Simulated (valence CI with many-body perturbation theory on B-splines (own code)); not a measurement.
# Run record, Bi III

Calculated by configuration interaction combined with many-body perturbation theory (CI+MBPT): three valence electrons over a frozen Dirac-Fock core [Xe] 4f14 5d10, a basis of 6 s, 6 p, 5 d, 3 f, 1 g functions for each j, with the one-electron correlation potential Σ1 (screened to all orders), the two-electron term Σ2, the three-electron term Σ3, Breit, model QED; selected single and double excitations, second order for the rest, scaled by the run's own slope (own B-spline code, finite nucleus).

Command, and the settings that its task file holds:

```sh
python run_cv.py task.json out
```

```
atom Bi  Z=83  mass_number=209  rms_radius_fm=5.5211
core [Xe] 4f14 5d10
valence 6s2 6p1
avg = 1
basis = S
breit = 1
cap = 10000
capref = 1200
cscale = 1
de = 0.0
dress = 0
eps = 2e-08
extrap = 1
h = 0.27
hh = 1
l2 = 3
lcore = 2
maxit = 60
n2 = 5
natural = 1
nlev = 20
nno = [3, 3, 3, 2, 1]
nroot = 26
nsp = [3, 3, 2, 1, 0]
pt2 = 1
qed = 1
rpa = 1
s1 = 1
s2 = 1
s3 = 1
screen = 1
tol = 2e-05
whole = 1
```

It took 95 s on 1 thread of Intel(R) Xeon(R) Platinum 8175M CPU @ 2.50GHz (Skylake/Cascade Lake) (shared host).

Log. The first blocks belong to the next ion, which gives the ionisation energy. Fields: 2J, parity (1 odd), roots, reference size, generating configurations, candidates as configurations/state functions, variational space P, stored matrix elements, Davidson steps; e2 is the range of second-order energies in hartree. The first line gives the box (bohr), its intervals, the orbitals and the steps of their self-consistent field. Window is the range of levels sought, series limit the energy at which the first omitted orbital would enter, core excitation an estimate of the first excitation out of the core, left out the lowest levels not solved, and shifts from estimates the range by which levels moved from their first estimate, all in cm⁻¹.

```
rmax 21.1 intervals 64 orbitals 36 references ['6s2 6p'] scf 8 t 3.2
2J=0 par=0 roots 2 ref 15 generators 8 cand 92/92 P 107/107 nnz 0 it 0
   second order: generators 34 cand 0/0 e2 -0.00000 -0.00000
reference levels 52, estimated 44, window 144232 1/cm; series limit 144232, core excitation 200804
2J=1 par=1 roots 4 ref 10 generators 25 cand 1146/1615 P 1221/1800 nnz 0 it 4
2J=1 par=1 roots 4 ref 10 generators 59 cand 1668/2411 P 1626/2409 nnz 0 it 7
   second order: generators 105 cand 1534/2222 e2 -0.00001 -0.00000
2J=3 par=1 roots 3 ref 13 generators 20 cand 1336/2760 P 1303/2691 nnz 1e+06 it 3
2J=3 par=1 roots 3 ref 13 generators 45 cand 2171/4433 P 1621/3408 nnz 1.5e+06 it 5
   second order: generators 83 cand 2172/4395 e2 -0.00001 -0.00001
2J=1 par=0 roots 5 ref 5 generators 26 cand 1499/2140 P 1145/1688 nnz 0 it 5
2J=1 par=0 roots 5 ref 5 generators 73 cand 1964/2860 P 1906/2832 nnz 9.6e+05 it 7
   second order: generators 154 cand 1287/1833 e2 -0.00001 -0.00000
2J=3 par=0 roots 5 ref 5 generators 29 cand 2458/5188 P 1111/2304 nnz 0 it 9
2J=3 par=0 roots 5 ref 5 generators 71 cand 2617/5400 P 2032/4326 nnz 2.3e+06 it 9
   second order: generators 140 cand 1770/3521 e2 -0.00002 -0.00000
2J=5 par=0 roots 4 ref 4 generators 21 cand 2394/5792 P 1025/2308 nnz 0 it 6
2J=5 par=0 roots 4 ref 4 generators 56 cand 2694/6243 P 1589/3737 nnz 1.9e+06 it 10
   second order: generators 104 cand 2303/5184 e2 -0.00002 -0.00001
2J=7 par=1 roots 2 ref 5 generators 17 cand 2054/4779 P 998/2228 nnz 0 it 4
2J=7 par=1 roots 2 ref 5 generators 45 cand 2297/5327 P 1340/3074 nnz 1.4e+06 it 5
   second order: generators 76 cand 2124/4925 e2 -0.00002 -0.00001
2J=5 par=1 roots 2 ref 9 generators 17 cand 1725/4027 P 1250/2803 nnz 1.2e+06 it 4
2J=5 par=1 roots 2 ref 9 generators 46 cand 2541/5906 P 1553/3572 nnz 1.8e+06 it 5
   second order: generators 84 cand 2310/5299 e2 -0.00001 -0.00001
left out: unestimated 202795, estimated 162287, shifts from estimates -22 to 1
operators 23.1
```

The Davidson iterations converged. The settings are bad on purpose, so the numbers may not be properties of the ion.

Against 14 measured levels this calculation errs by 1913 cm⁻¹ on average and by 5025 at most. These come from a selection out of Moore, Atomic Energy Levels, vol. III, NSRDS-NBS 35 (1971 reprint of NBS Circular 467, 1958), an old analysis. Levels without a partner in it may be off by more. 1 measured level below the end of the list, from 96154 cm⁻¹ on, found no clear computed partner.

```yaml
Valence_energy: -4.550183 hartree
Ionisation_energy: "25.256 eV (NIST: 25.5708 eV (measured))"
Reference_configurations_for_the_orbitals: 6s2 6p
Radial_orbitals: 36
Box_radius: 21.07 bohr
Largest_variational_space: 4326
Lowest_levels: 6s²6p ²P°_1/2 0.000, 6s²6p ²P°_3/2 2.527, 6s6p² ⁴P_1/2 8.179, 6s6p² ⁴P_3/2 9.672, 6s6p² ⁴P_5/2 10.534, 6s6p² ²D_3/2 11.591, 6s²7s ²S_1/2 11.659, 6s²6d ²D_5/2 12.382, 6s²6d ²D_3/2 13.455, 6s6p² ²P_1/2 13.537, 6s6p² ²D_5/2 14.249, 6s²7p ²P°_1/2 14.300, 6s²7p ²P°_3/2 14.917, 6s6p² ²S_1/2 16.063 eV
```

Names give the largest LS component (configuration and term), which can be under half, so a name can repeat, a term be missing and a line seem to break the LS rules; names also repeat where a configuration has a term twice.
